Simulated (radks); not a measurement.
Initial-state core-level shifts of neutral thallium when its valence configuration changes from [Hg] 6p1. Method: Dirac Kohn-Sham, LDA (Slater exchange, Perdew-Wang correlation), spin-unpolarised, spherical densities, finite nucleus; open shells are shared between the two j in proportion to 2j + 1; Fermi nuclear charge, rms radius 5.4759 fm; computed with a radial shooting solver on a logarithmic mesh with Libxc functionals. Shifts are changes of the shell-averaged eigenvalues in eV (positive: less bound); the change of the density at the nucleus, which sets a Mossbauer isomer shift, is in e/bohr^3, on a base of 2.512e+06.

| valence | 2s | 3s | 5s | 5p | density at nucleus |
|---|---|---|---|---|---|
| [Xe] 4f14 5d10 6s1 6p2 | -1.876 | -1.888 | -1.891 | -1.888 | -190.2 |
| [Xe] 4f14 5d9 6s2 6p2 | -5.778 | -5.713 | -5.367 | -5.125 | +79.4 |
| [Xe] 4f12 5d9 6s2 6p4 | -48.498 | -52.771 | -25.261 | -22.092 | +678.1 |
| [Xe] 4f14 5d9.5 6s2 6p1.5 | -2.885 | -2.855 | -2.696 | -2.580 | +39.3 |
| [Xe] 4f14 5d10 6s1.5 6p1.5 | -0.965 | -0.971 | -0.973 | -0.972 | -92.3 |
| [Xe] 4f12 5d10 6s2 6p3 | -42.205 | -46.599 | -19.733 | -16.874 | +586.3 |
| [Xe] 4f14 5d10 6s0.5 6p2.5 | -2.745 | -2.763 | -2.766 | -2.760 | -293.5 |
| [Xe] 4f14 5d8.5 6s2 6p2.5 | -8.693 | -8.586 | -8.027 | -7.648 | +120.5 |
| [Xe] 4f13 5d10 6s2 6p2 | -20.646 | -22.807 | -9.796 | -8.378 | +285.4 |
